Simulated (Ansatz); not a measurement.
Reactions of `[Cl][Ge]([Cl])([Cl])[SeH]`.

Program: Ansatz. Geometries: PBE0-D4/def2-TZVP. ΔE: electronic, gas phase. CCSD(T)/CBS is the MP2 limit (def2-TZVPP, def2-QZVPP) plus CCSD(T) − MP2 in def2-TZVPP, frozen cores. This one scheme is used for every species, atoms too. No spin–orbit coupling; open shells (•) take unrestricted orbitals. Spin–orbit coupling would lower the free atoms: a little for Cl; clearly for Ge, Se. def2 core potentials past Kr. For Ge, In, Se outer-core shells are correlated without core-valence functions, so the limit isn't a true one: a few kJ/mol of doubt a bond, and 10 to 20 or more in all where bonds break to atoms. Scalar relativity is left out up to krypton. One conformer a species, not always the lowest.

(1) Order these by ΔE at CCSD(T)/CBS, lowest first. (Estimate.)
A. `[Cl][Ge]([Cl])([Cl])[SeH]` + H₂ → `[Cl][GeH]([Cl])[Cl]` + H₂Se
B. `[Cl][Ge]([Cl])([Cl])[SeH]` + `O[SiH2]F` → `O[SiH](F)[SeH]` + `[Cl][GeH]([Cl])[Cl]`
C. `[Cl][Ge]([Cl])([Cl])[SeH]` → 3 Cl• + Ge• + H• + Se•
D. `[Cl][Ge]([Cl])([Cl])[SeH]` + H₂S → `[SH][Ge]([Cl])([Cl])[Cl]` + H₂Se
E. `[Cl][Ge]([Cl])([Cl])[SeH]` + `[Cl][InH][Cl]` → `[Cl][In]([Cl])[SeH]` + `[Cl][GeH]([Cl])[Cl]`

Largest T1 diagnostic: 0.013, for `[Cl][InH][Cl]`.

Results:

(1) E (-12.1 kcal/mol), B (-2.5 kcal/mol), D (+3.1 kcal/mol), A (+9.5 kcal/mol), C (+393.4 kcal/mol).
